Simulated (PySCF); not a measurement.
Vertical excitation energies

Compound: C5H10FP.
SMILES: `CC[C@@H](C)/P=C\F`

Level of theory: TDDFT CAM-B3LYP/def2-SVPD, vertical, gas phase, core orbitals frozen in the response in PySCF. Isolated species at its GFN2-xTB geometry (one conformer only). Torsions of this conformer, `[CH3:1][CH2:2][C@@H:3]([CH3:4])/[P:5]=[CH:6]\[F:7]`: C1–C2–C3–C4 175°, C2–C3–P5–C6 129°.

```
state  E (eV)  λ (nm)  ν̃ (cm⁻¹)       f  main configurations (H = HOMO, L = LUMO)
   S1    5.00   247.8      40350  0.0086                               H-1→L (97%)
   S2    5.56   223.1      44830   0.206                                 H→L (93%)
   S3    6.10   203.1      49230  0.0016                  H→L+1 (63%), H→L+3 (20%)
   S4    6.50   190.8      52410  0.0078                  H-2→L (68%), H-3→L (14%)
   S5    6.97   177.9      56210   0.055                               H→L+2 (90%)
   S6    7.41   167.4      59750   0.201                             H-1→L+1 (83%)
   S7    7.58   163.6      61140  0.0006                  H-3→L (65%), H-2→L (20%)
   S8    7.84   158.2      63200  0.0064                  H-4→L (85%), H-3→L (10%)
```

Triplets, Tamm–Dancoff:

| state | E (eV) | λ (nm) | main configurations (H = HOMO, L = LUMO) |
| --- | --- | --- | --- |
| T1 | 2.80 | 442.3 | H→L (96%) |
| T2 | 4.19 | 296.1 | H-1→L (91%) |
| T3 | 5.70 | 217.6 | H→L+1 (57%), H→L+3 (20%) |

The lowest singlet lies at 5.00 eV (248 nm, ultraviolet) and is weak; its leading configuration is HOMO-1→LUMO (97%). The largest oscillator strength of a single state is 0.206. Löwdin shares by element: HOMO carbon 36% or more, phosphorus 36%, fluorine 13%; LUMO phosphorus 40%, carbon 33% or more, fluorine 8% (atoms not listed hold the other 20%). Of the 8 states listed, 3 reach f = 0.01 and none stays under 0.0005. The listed states span 2.83 eV. Weighted by f, the mean energy of these states is 6.52 eV. No computed singlet lies in the visible range (380 to 750 nm); the lowest, at 248 nm, stands 1.74 eV above its violet end (3.26 eV); a Tamm–Dancoff triplet lies at 442 nm, without intensity as long as spin–orbit coupling is left out. Only the lowest 8 singlets were computed, as vertical energies without vibronic structure.

On Arm Neoverse V1, one thread, shared host with 32 logical CPUs at a one-minute load of 17, this took 48 s of wall time and 1.0 GiB of memory at its peak.
